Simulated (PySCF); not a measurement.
# Dipole response of Zr⁺ (zirconium, charge +1)

[Kr] 4d2 5s1, high-spin 4F determinant. All numbers are calculated (PySCF 2.14, no relativity, point nucleus, in dyall-av2z (22s15p11d2f, 136 functions)). Coupled (time-dependent) response in atomic units; α is the mean over directions. A double-zeta set is small for polarisabilities.

```csv
method,mean α (bohr³),C₆ (like pair),S(−4)
UHF,85.73,785.3,5583
PBE,61.55,522.2,2538
```

S(−4) is the Cauchy moment in α(ω) = α(0) + S(−4) ω² + …

Spin-orbit coupling is absent.

α(iu) at PBE:

```tsv
u (hartree)	α(iu) (bohr³)
0	61.55
0.0500	55.90
0.100	44.46
0.200	26.56
0.300	17.65
0.500	10.18
0.750	6.503
1.00	4.661
1.50	2.790
2.00	1.855
3.00	0.9783
5.00	0.4057
```

A single London oscillator, α(iu) = α/(1 + u²/ω²), gives C₆ = (3/4) ω α². Matching the computed C₆ needs ω = 4 × 522.2 / (3 × 61.55²) = 0.184 hartree.

For an ion, C₆ is the dispersion term alone; charge-induced terms of lower order in 1/R come first.

A non-relativistic calculation at this Z misses sizeable relativistic shifts.
